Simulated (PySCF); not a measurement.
# GeI and its ions

UHF-CCSD(T); basis Ge cc-pVDZ-PP with ECP10, I cc-pVDZ-PP with ECP28; scalar-relativistic core potentials; PySCF 2.14. Neutral (UHF): doublet (π ↑), Re = 2.567 Å, ωe = 239 cm⁻¹, De = 2.68 eV.

GeI⁺ (RHF): singlet (closed shell), Re = 2.432 Å, ωe = 298 cm⁻¹, De = 3.54 eV to Ge⁺ + I. The energies at the minima are -588.27185 hartree for GeI and -588.01985 for GeI⁺.

Q: Work out the adiabatic ionisation energy, without and with harmonic zero-point energies (1 hartree = 27.2114 eV, 1 eV = 8065.5 cm⁻¹), and the change of the bond length.

A: At CCSD(T): 0.25200 hartree = 6.857 eV between the minima; the zero-point term (298.0 − 239.0)/2 cm⁻¹ = +0.004 eV makes it 6.861 eV. Re changes by -13.5 pm against the neutral. The electron leaves a π orbital, and the shorter bond of the ion fits an antibonding orbital, or a change in how ionic the bond is.

Correlated steps freeze 8 core orbitals. Correlated levels converge slowly with the basis: in double zeta they bind strong bonds too weakly, by up to about 1 eV, and carry superposition errors of some tenths. Spin–orbit coupling is left out, which matters for elements this heavy, above all for dissociation energies. For an ion De counts to the pair picked by the measured ionisation energies or electron affinities, which need not be the lowest pair at this level. Where the molecule has an RHF reference, its open-shell atoms are computed with UHF. States were picked by a PBE0 search and need not be the measured ground states.

Neutral and ion stand on different kinds of reference determinant, which adds to the error of the difference.
